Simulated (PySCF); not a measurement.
A series of related molecules.

All values: CAM-B3LYP/def2-SVPD (PySCF) at PBE0-D3(BJ)/def2-SVP geometries, gas phase, one conformer each. Core orbitals are frozen in the response; Δα² is half the sum of the squared differences of the principal polarisabilities.

Question: Rank by HOMO–LUMO gap, lowest first.
A. `C=C(C)C1COBOC1`
B. `O=CC1COBOC1`
C. `CB(C)C1COBOC1`
D. `C(C1COBOC1)(C)=S`
E. `CCCC1COBOC1`
F. `C=CCC1COBOC1`

Answer: D (6.79 eV), B (9.16 eV), A (9.80 eV), F (10.03 eV), C (10.18 eV), E (10.86 eV).

Question: Rank by vertical ionisation energy (ΔSCF), highest first.
A. `CC(=S)C1COBOC1`
B. `C=CCC1COBOC1`
C. `C=C(C)C1COBOC1`
D. `ClC(Cl)(Cl)C1COBOC1`
E. `O=CC1COBOC1`

Answer: D (10.88 eV), E (10.43 eV), B (9.97 eV), C (9.61 eV), A (8.85 eV).

Question: Rank by mean static polarisability, highest first.
A. `O=CC1COBOC1`
B. `ClC(Cl)(Cl)C1COBOC1`
C. `CCCC1COBOC1`
D. `C(=S)(C1COBOC1)C`

Answer: B (15.43 Å³), D (14.48 Å³), C (13.35 Å³), A (10.02 Å³).

All values together:

| SMILES | formula | μ (D) | HOMO (eV) | LUMO (eV) | α (Å³) | Δα (Å³) | electrons | α per electron (Å³) | ΔSCF removal energy (eV) |
| --- | --- | --- | --- | --- | --- | --- | --- | --- | --- |
| ClC(Cl)(Cl)C1COBOC1 | C4H6BCl3O2 | 1.15 | -10.11 | -0.09 | 15.43 | 2.71 | 102 | 0.151 | 10.88 |
| CB(C)C1COBOC1 | C5H12B2O2 | 3.04 | -9.69 | 0.49 | 13.22 | 1.74 | 68 | 0.194 | 10.38 |
| C=CCC1COBOC1 | C6H11BO2 | 3.05 | -9.12 | 0.91 | 13.35 | 5.06 | 68 | 0.196 | 9.97 |
| CC(=S)C1COBOC1 | C5H9BO2S | 2.85 | -8.12 | -1.32 | 14.48 | 4.60 | 76 | 0.190 | 8.85 |
| CCCC1COBOC1 | C6H13BO2 | 3.36 | -9.80 | 1.07 | 13.35 | 4.40 | 70 | 0.191 | – |
| O=CC1COBOC1 | C4H7BO3 | 1.83 | -9.48 | -0.33 | 10.02 | 3.24 | 60 | 0.167 | 10.43 |
| C=C(C)C1COBOC1 | C6H11BO2 | 3.05 | -8.87 | 0.93 | 13.16 | 4.53 | 68 | 0.194 | 9.61 |

Conformers: `[Cl:1][C:2]([Cl:3])([Cl:4])[CH:5]1[CH2:6][O:7][BH:8][O:9][CH2:10]1` with C2–C5–C6–O7 -179°, C5–C6–O7–B8 28°, C6–O7–B8–O9 -1°, O7–B8–O9–C10 0°; `[CH3:1][B:2]([CH3:3])[CH:4]1[CH2:5][O:6][BH:7][O:8][CH2:9]1` with C1–B2–C4–C5 107°, B2–C4–C5–O6 -73°, C4–C5–O6–B7 -30°, C5–O6–B7–O8 1°, O6–B7–O8–C9 1°; `[CH2:1]=[CH:2][CH2:3][CH:4]1[CH2:5][O:6][BH:7][O:8][CH2:9]1` with C1–C2–C3–C4 114°, C2–C3–C4–C5 -176°, C3–C4–C5–O6 -176°, C4–C5–O6–B7 27°, C5–O6–B7–O8 0°, O6–B7–O8–C9 -1°; `[CH3:1][C:2](=[S:3])[CH:4]1[CH2:5][O:6][BH:7][O:8][CH2:9]1` with C1–C2–C4–C5 121°, C2–C4–C5–O6 177°, C4–C5–O6–B7 -29°, C5–O6–B7–O8 1°, O6–B7–O8–C9 -1°; `[CH3:1][CH2:2][CH2:3][CH:4]1[CH2:5][O:6][BH:7][O:8][CH2:9]1` with C1–C2–C3–C4 177°, C2–C3–C4–C5 -173°, C3–C4–C5–O6 -176°, C4–C5–O6–B7 27°, C5–O6–B7–O8 0°, O6–B7–O8–C9 -1°; `[O:1]=[CH:2][CH:3]1[CH2:4][O:5][BH:6][O:7][CH2:8]1` with O1–C2–C3–C4 132°, C2–C3–C4–O5 172°, C3–C4–O5–B6 -27°, C4–O5–B6–O7 -1°, O5–B6–O7–C8 0°; `[CH2:1]=[C:2]([CH3:3])[CH:4]1[CH2:5][O:6][BH:7][O:8][CH2:9]1` with C1–C2–C4–C5 8°, C2–C4–C5–O6 180°, C4–C5–O6–B7 31°, C5–O6–B7–O8 -1°, O6–B7–O8–C9 -2°.

A dash marks a removal energy that wasn't run or isn't settled.

Question: By how much does the ΔSCF value exceed −ε(HOMO) over the species that have both?

Answer: By 0.69 to 0.95 eV, 0.79 eV on average, over 6 species.
